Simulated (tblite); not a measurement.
Compound: C6H9B2 (doublet state).
Geometry (GFN2-xTB, Å), atoms numbered from 1 in this order:
```
atom  x, y, z in Å
C1     4.0645   -0.5850   -0.7226
C2     3.2641   -0.4854    0.1741
B3     2.2579   -0.3749    1.2947
C4     1.0423    0.4116    1.0646
C5    -0.0821    1.0056    0.8234
B6    -1.3209    0.2994    0.1848
C7    -1.1985   -1.1976   -0.2897
C8    -2.6498    1.1328    0.0278
H9     4.7665   -0.6757   -1.5010
H10    2.4516   -0.9047    2.3253
H11   -0.2087    2.0579    1.0705
H12   -0.3116   -1.3573   -0.9006
H13   -2.0626   -1.5506   -0.8479
H14   -1.0809   -1.8534    0.5730
H15   -2.5501    1.8124   -0.8201
H16   -2.8635    1.7596    0.8922
H17   -3.5252    0.5172   -0.1653
```

Computed values, GFN2-xTB/tblite, gas phase, harmonic and unscaled. Against measured fundamentals such values can be off by several per cent, at times by over 20. Modes of hydrogen on boron can be 10 to 20 % off. Open shells enter through the occupations alone, without spin polarisation, and single modes of such species can be off by tens of per cent. The optimisation stopped once no atom felt more than 0.01 eV/Å.

Lowest wavenumbers of the output (negative numbers stand for imaginary wavenumbers):
```
mode    cm-1
  1     -51.2
  2      12.7
  3      31.2
  4      34.5
  5      93.0
  6     104.3
  7     251.1
  8     268.4
  9     274.1
 10     287.6
 11     342.5
 12     402.4
 13     483.1
 14     618.2
 15     651.9
```

Is this structure a minimum?

Not by this Hessian. 1 mode is imaginary beyond 20i (51i cm⁻¹), so at this level the point lies at or near a first-order saddle. The curvature is small, so loose convergence or finite differences may be the whole cause.

Which atoms move in the imaginary mode?

51i: H14 (hydrogen on carbon) 38 %, H12 (hydrogen on carbon) 32 %, H13 (hydrogen on carbon) 23 %. These are shares of the mass-weighted motion.

What is the remedy?

Step along that mode in both directions, optimise again with tighter thresholds and repeat the frequencies. The zero-point energy of this point (79.1 kcal/mol) counts the 44 real modes alone, and thermal corrections from it aren't those of a minimum.

Hardware: one thread, Intel Xeon 6975P-C (x86_64), no GPU, shared host with 192 logical CPUs at a one-minute load of 78. Cost: 0.41 s of wall time. The figure is for the frequency step alone.
